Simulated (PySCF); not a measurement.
B(H)2(NEt2), C4H12BN, SMILES C(N(B)CC)C, singlet, GFN2-xTB optimised geometry.

```
18

B      0.68     1.58     0.00
H      1.85     1.58     0.00
H      0.07     2.58     0.00
N      0.00     0.38     0.02
C     -1.45     0.31     0.00
C     -2.04     0.64    -1.38
C      0.66    -0.91     0.05
C      0.55    -1.68    -1.27
H     -1.78    -0.69     0.30
H     -1.85     1.03     0.72
H     -3.13     0.61    -1.33
H     -1.73     1.64    -1.68
H     -1.70    -0.06    -2.13
H      1.72    -0.74     0.27
H      0.25    -1.52     0.86
H      0.91    -1.06    -2.09
H      1.16    -2.58    -1.22
H     -0.48    -1.97    -1.47
```

Density from PBE0/def2-SVP (PySCF) at that geometry.

Minimum of the electron density along straight lines between bonded atoms, close to the bond critical point (lines longer than 1.1 times the sum of covalent radii, or with two minima, are not listed):

```json
[
 {"bond": "B1–H2", "length / Å": "1.172", "ρ at the minimum / e bohr⁻³": "0.177", "∇²ρ there / e bohr⁻⁵": "-0.09", "position (fraction from the first atom)": "0.43"},
 {"bond": "B1–H3", "length / Å": "1.172", "ρ at the minimum / e bohr⁻³": "0.177", "∇²ρ there / e bohr⁻⁵": "-0.09", "position (fraction from the first atom)": "0.43"},
 {"bond": "B1–N4", "length / Å": "1.380", "ρ at the minimum / e bohr⁻³": "0.212", "∇²ρ there / e bohr⁻⁵": "0.89", "position (fraction from the first atom)": "0.33"},
 {"bond": "N4–C5", "length / Å": "1.456", "ρ at the minimum / e bohr⁻³": "0.268", "∇²ρ there / e bohr⁻⁵": "-0.76", "position (fraction from the first atom)": "0.61"},
 {"bond": "C5–C6", "length / Å": "1.529", "ρ at the minimum / e bohr⁻³": "0.244", "∇²ρ there / e bohr⁻⁵": "-0.56", "position (fraction from the first atom)": "0.51"},
 {"bond": "N4–C7", "length / Å": "1.449", "ρ at the minimum / e bohr⁻³": "0.270", "∇²ρ there / e bohr⁻⁵": "-0.78", "position (fraction from the first atom)": "0.62"},
 {"bond": "C7–C8", "length / Å": "1.529", "ρ at the minimum / e bohr⁻³": "0.244", "∇²ρ there / e bohr⁻⁵": "-0.56", "position (fraction from the first atom)": "0.50"},
 {"bond": "C5–H9", "length / Å": "1.094", "ρ at the minimum / e bohr⁻³": "0.279", "∇²ρ there / e bohr⁻⁵": "-1.03", "position (fraction from the first atom)": "0.63"},
 {"bond": "C5–H10", "length / Å": "1.094", "ρ at the minimum / e bohr⁻³": "0.280", "∇²ρ there / e bohr⁻⁵": "-1.04", "position (fraction from the first atom)": "0.63"},
 {"bond": "C6–H11", "length / Å": "1.088", "ρ at the minimum / e bohr⁻³": "0.276", "∇²ρ there / e bohr⁻⁵": "-1.00", "position (fraction from the first atom)": "0.62"},
 {"bond": "C6–H12", "length / Å": "1.087", "ρ at the minimum / e bohr⁻³": "0.278", "∇²ρ there / e bohr⁻⁵": "-1.03", "position (fraction from the first atom)": "0.63"},
 {"bond": "C6–H13", "length / Å": "1.087", "ρ at the minimum / e bohr⁻³": "0.277", "∇²ρ there / e bohr⁻⁵": "-1.01", "position (fraction from the first atom)": "0.62"},
 {"bond": "C7–H14", "length / Å": "1.091", "ρ at the minimum / e bohr⁻³": "0.282", "∇²ρ there / e bohr⁻⁵": "-1.07", "position (fraction from the first atom)": "0.63"},
 {"bond": "C7–H15", "length / Å": "1.098", "ρ at the minimum / e bohr⁻³": "0.276", "∇²ρ there / e bohr⁻⁵": "-1.01", "position (fraction from the first atom)": "0.62"},
 {"bond": "C8–H16", "length / Å": "1.087", "ρ at the minimum / e bohr⁻³": "0.277", "∇²ρ there / e bohr⁻⁵": "-1.02", "position (fraction from the first atom)": "0.63"},
 {"bond": "C8–H17", "length / Å": "1.087", "ρ at the minimum / e bohr⁻³": "0.276", "∇²ρ there / e bohr⁻⁵": "-1.01", "position (fraction from the first atom)": "0.62"},
 {"bond": "C8–H18", "length / Å": "1.087", "ρ at the minimum / e bohr⁻³": "0.276", "∇²ρ there / e bohr⁻⁵": "-1.00", "position (fraction from the first atom)": "0.62"}
]
```
